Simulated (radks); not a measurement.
The numbers below are computed, except where a source is named.
All-electron atom: Cs33+ in [Ar] 3d4.

Level of theory: Dirac Kohn-Sham, BLYP, spin-unpolarised, spherical densities, finite nucleus; open shells are shared between the two j in proportion to 2j + 1; Fermi nuclear charge, rms radius 4.8041 fm (a radial shooting solver on a logarithmic mesh with Libxc functionals).

Energy parts (hartree):
total: -7027.0002
kinetic: 7526.5949
electron-nucleus: -15757.6465
Hartree: 1343.8213
exchange-correlation: -139.7700

Orbitals (lengths in bohr, moments of r in powers of bohr):
orbital,occ.,eigenvalue (hartree),<1/r>
1s1/2,2,-1372.515,59.40
2s1/2,2,-262.6392,14.01
2p1/2,2,-250.9032,13.97
2p3/2,4,-237.8085,12.80
3s1/2,2,-91.85114,5.357
3p1/2,2,-87.24167,5.286
3p3/2,4,-84.30965,4.992
3d3/2,1.6,-76.89005,4.870
3d5/2,2.4,-76.22222,4.794

The highest occupied level is 3d5/2 at -2074.1 eV. The density falls to 0.001 e/bohr^3 at r = 0.85 bohr.
